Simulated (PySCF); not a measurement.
Match the calculated data to a structure.

All candidates are C4H7N3OSi.

| technique | computed result |
| --- | --- |
| 13C NMR | chemical shifts (computed TMS as zero) by class: 197.8 (1 C), 154.6 (1 C), 137.3 (1 C), 31.2 (1 C) ppm [GIAO PBE0/pcSseg-1] |
| NMR, other nuclei | isotropic shieldings of nuclei other than C and H, by class: -151 (1 N), -132 (1 N), 8 (1 N), -306 (1 O), 397 (1 Si) ppm [GIAO PBE0/pcSseg-1] |
| Rotational structure | rotational constants A, B, C: 4.244, 0.740, 0.638 GHz [GFN2-xTB] |
| Triplet | lowest triplet excitation (Tamm–Dancoff): 3.45 eV [TDA B3LYP/def2-SVPD] |
| Dipole | 3.80 D [B3LYP/def2-SVPD] |
| 1H NMR | chemical shifts (computed TMS as zero) by class: 8.34 (1 H), 5.37 (3 H), 2.92 (3 H) ppm [GIAO PBE0/pcSseg-1] |

Electronic properties: PySCF, gas phase, density fitting. Levels stand in brackets. Geometry: GFN2-xTB, one conformer, isolated molecule. Each NMR value is the plain mean over a class of atoms that symmetry, rotation or inversion makes alike.

Question: Which candidate is it?
A. `Cc1ncnnc1O[SiH3]`
B. `O[SiH2]Nc1cncnc1`
C. `CC(=O)c1cn([SiH3])nn1`
D. `N[SiH2]n1cnc(C=O)c1`

Answer: C. It is `CC(=O)c1cn([SiH3])nn1`. Numbering: `[CH3:1][C:2](=[O:3])[c:4]1[cH:5][n:6]([SiH3:7])[n:8][n:9]1`. Its formula, C4H7N3OSi, gives 4 degrees of unsaturation: 1 ring and 3 π bonds in the structure found (Kekulé form). 4 carbons fall into 4 classes; from least to most shielded: ketone carbonyl carbon [C2] (197.8 ppm), substituted aromatic carbon [C4] (154.6 ppm), aromatic CH next to a ring nitrogen [C5] (137.3 ppm), methyl carbon next to a carbonyl [C1] (31.2 ppm). Hydrogen classes from least to most shielded: 1 H on an aromatic CH next to a ring nitrogen, C5 (8.34 ppm), 3 H on an SiH3 silicon, Si7 (5.37 ppm), 3 H on a methyl carbon next to a carbonyl, C1 (2.92 ppm, a mean of values up to 1.4 ppm apart in this geometry). The other shieldings belong to: -151 ppm, pyridine-type nitrogen [N8]; -132 ppm, pyridine-type nitrogen [N9]; 8 ppm, pyrrole-type nitrogen [N6]; -306 ppm, ketone oxygen [O3]; 397 ppm, SiH3 silicon [Si7]. By its constants the optimised geometry is an asymmetric top.

The others, at the same levels:
- `O[SiH2]Nc1cncnc1` fails: it has 3 carbon classes against 4; its computed 13C shifts are 155.7 (1 C), 147.6 (2 C), 145.0 (1 C) ppm, 1H shifts are 8.98 (1 H), 8.51 (2 H), 5.25 (2 H), 3.68 (1 H), 1.30 (1 H) ppm and rotational constant A is 3.736 GHz (against 4.244 GHz).
- `N[SiH2]n1cnc(C=O)c1` fails: its computed 13C shifts are 193.1 (1 C), 151.0 (1 C), 142.2 (1 C), 128.7 (1 C) ppm, 1H shifts are 10.34 (1 H), 7.71 (1 H), 7.71 (1 H), 5.66 (2 H), 0.68 (2 H) ppm and dipole moment is 6.94 D (against 3.80 D).
- `Cc1ncnnc1O[SiH3]` fails: its computed 13C shifts are 169.1 (1 C), 158.6 (1 C), 156.3 (1 C), 22.8 (1 C) ppm, 1H shifts are 9.53 (1 H), 5.20 (3 H), 2.71 (3 H) ppm and rotational constant A is 2.537 GHz (against 4.244 GHz).

Each candidate is one conformer, not necessarily the lowest. The conformers computed, where there is a choice (atom-mapped SMILES and torsion angles):
- `[CH3:1][C:2](=[O:3])[c:4]1[cH:5][n:6]([SiH3:7])[n:8][n:9]1`: C1–C2–C4–C5 175°
- `[OH:1][SiH2:2][NH:3][c:4]1[cH:5][n:6][cH:7][n:8][cH:9]1`: O1–Si2–N3–C4 61°, Si2–N3–C4–C5 -2°, H–O1–Si2–N3 180°
- `[NH2:1][SiH2:2][n:3]1[cH:4][n:5][c:6]([CH:7]=[O:8])[cH:9]1`: N1–Si2–N3–C4 27°, N5–C6–C7–O8 180°, H–N1–Si2–N3 -171°, H–N1–Si2–N3 47°
- `[CH3:1][c:2]1[n:3][cH:4][n:5][n:6][c:7]1[O:8][SiH3:9]`: N6–C7–O8–Si9 0°
